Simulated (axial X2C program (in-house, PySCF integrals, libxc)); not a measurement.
## Which molecule gave these maps?

PBE0 fields computed with an axial X2C code built on PySCF integrals, two-component, near the equilibrium distance, one atom at z = 0.

The maps cover the half plane through the axis: z from -2.4 to 4.2 Å along the bond, ρ from 0.15 to 2.25 Å away from it.

log10 of the density in e/bohr³:

```
 ρ\z  -2.4  -1.8  -1.2  -0.6   0.0   0.6   1.2   1.8   2.4   3.0   3.6   4.2
0.15  -3.5  -2.9  -1.8  -0.1   1.8  -0.1  -0.7   0.5  -0.4  -1.8  -3.1  -4.3
0.45  -3.5  -2.7  -1.7  -0.4   0.4  -0.4  -0.9  -0.2  -0.7  -2.0  -3.2  -4.3
0.75  -3.4  -2.6  -1.8  -0.9  -0.4  -0.9  -1.3  -0.9  -1.3  -2.3  -3.4  -4.4
1.05  -3.4  -2.7  -1.9  -1.3  -1.1  -1.4  -1.8  -1.6  -1.9  -2.7  -3.6  -4.6
1.35  -3.5  -2.8  -2.1  -1.7  -1.6  -1.9  -2.2  -2.2  -2.5  -3.1  -3.9  -4.9
1.65  -3.6  -3.0  -2.4  -2.1  -2.0  -2.2  -2.6  -2.7  -3.0  -3.5  -4.3  -5.1
1.95  -3.8  -3.2  -2.7  -2.4  -2.4  -2.6  -3.0  -3.2  -3.5  -4.0  -4.6  -5.4
2.25  -4.0  -3.4  -3.0  -2.8  -2.8  -3.0  -3.3  -3.7  -4.0  -4.4  -5.0  -5.8
```

Electron localisation function (collinear form, no current term, damped to 0 at low density):

```
 ρ\z  -2.4  -1.8  -1.2  -0.6   0.0   0.6   1.2   1.8   2.4   3.0   3.6   4.2
0.15  0.00  0.00  0.02  0.56  0.26  0.48  0.67  0.13  0.85  0.41  0.04  0.00
0.45  0.01  0.02  0.08  0.61  0.34  0.56  0.50  0.85  0.82  0.35  0.03  0.00
0.75  0.02  0.11  0.32  0.56  0.56  0.46  0.28  0.77  0.69  0.24  0.02  0.00
1.05  0.04  0.27  0.57  0.58  0.40  0.33  0.15  0.49  0.44  0.13  0.01  0.00
1.35  0.06  0.38  0.67  0.64  0.40  0.29  0.10  0.18  0.20  0.05  0.00  0.00
1.65  0.05  0.39  0.66  0.64  0.43  0.28  0.08  0.05  0.06  0.01  0.00  0.00
1.95  0.03  0.30  0.58  0.58  0.40  0.24  0.06  0.01  0.01  0.00  0.00  0.00
2.25  0.01  0.14  0.41  0.45  0.32  0.17  0.04  0.01  0.00  0.00  0.00  0.00
```

Axial spin density in 10⁻³ e/bohr³:

```
 ρ\z  -2.4  -1.8  -1.2  -0.6   0.0   0.6  1.2   1.8   2.4   3.0  3.6  4.2
0.15   0.3   0.8   2.1  48.9  74.2  38.1  0.7  26.8  -5.3  -0.3  0.0  0.0
0.45   0.3   1.5   9.7  86.4  45.3  84.6  2.3  11.2   0.7  -0.1  0.0  0.0
0.75   0.4   2.1  13.4  68.4  91.0  57.0  3.7   1.1   0.7   0.0  0.0  0.0
1.05   0.4   2.1  11.2  38.1  47.4  26.7  3.4   0.0   0.2   0.0  0.0  0.0
1.35   0.3   1.7   7.2  18.5  21.1  11.7  2.3   0.1   0.1   0.0  0.0  0.0
1.65   0.3   1.1   4.0   8.5   9.2   5.2  1.3   0.1   0.0   0.0  0.0  0.0
1.95   0.2   0.7   2.0   3.8   3.9   2.3  0.7   0.1   0.0   0.0  0.0  0.0
2.25   0.1   0.4   0.9   1.6   1.6   1.0  0.3   0.1   0.0   0.0  0.0  0.0
```

Question: Which molecule is it?
A. WF
B. SbI
C. NaRa
D. ReB

Answer: A. WF, with W at z = 0 and F at z = 1.891 Å, state Ω = 5/2 (⟨Sz⟩ = 2.47, ⟨Lz⟩ = 0.03 at PBE0), basis W dyall-cv3z [13s14p9d7f4g], F dyall-av3z [7s6p3d2f] (cores contracted in-house). The state is a single determinant with fixed occupations, the lowest that a limited PBE0 search found. Density functionals use the spin component along the axis (collinear). PBE0 can misorder states that lie within some tenths of an eV, so this need not be the ground state of the molecule. The nearest other 2c determinant of the search, Ω = 1/2, lies 0.75 eV up at the distance of the search. With several unpaired electrons one determinant need not be a pure state. This is the top spin component of a Σ state; components of lower Ω are not single determinants and can lie lower.
